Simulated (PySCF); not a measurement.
Precursor series Zn Cl-CH3. Isolated molecules, 0 K electronic values unless said otherwise. One relaxed conformer stands for each flexible species; it need not be the lowest.

The LUMO from two functionals at the same geometries (TPSS-D3(BJ)/def2-SVP), both in PySCF: PBE-D3(BJ)/def2-TZVP and B3LYP-D3(BJ)/def2-TZVP. B3LYP has the VWN-RPA correlation part, as in Gaussian. 

```csv
species,B3LYP-D3(BJ)/def2-TZVP (eV)
0 of 2 Cl replaced by CH3,-2.12
1 of 2 Cl replaced by CH3,-0.87
2 of 2 Cl replaced by CH3 ([Zn(CH3)2]),-0.11
```

Question: What does PBE-D3(BJ)/def2-TZVP give for each?

Answer: 
- 0 of 2 Cl replaced by CH3: -2.71
- 1 of 2 Cl replaced by CH3: -1.38
- 2 of 2 Cl replaced by CH3 ([Zn(CH3)2]): -0.55
Over these rows, drawn at random from the members with no instability flagged (it was tested for open shells, ions and some series alone), PBE minus B3LYP-D3(BJ): mean -0.51 eV, from -0.59 eV to -0.44 eV.
